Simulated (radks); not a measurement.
Spherical quantum dot in the effective-mass picture: electrons in a parabolic well V = omega^2 r^2 / 2 with omega = 3.42, all in effective atomic units (hartree* = m*/eps^2 hartree, bohr* = eps/m* bohr), one dielectric constant everywhere. Calculated with a radial shooting solver with Libxc functionals: non-relativistic Kohn-Sham, PBEsol, spin-polarised, spherical densities. Levels are named by radial order and angular momentum (1s, 1p, 1d, 2s, ...), and open shells are averaged over m.

N = 8, configuration 1s2 1p6. This is the lowest configuration that the search found. Occupied and some empty levels:

level  occupation  eigenvalue (hartree*)  <r> (bohr*)
1s              2                 13.278       0.7037
1p              6                 15.870       0.9070
1d              0                 18.637        1.062
2s              0                 18.934       0.9688
1f              0                 21.537        1.193

Energy (hartree*): total 90.2359, kinetic 24.737, external 38.425, Hartree 33.507, exchange-correlation -6.4332.
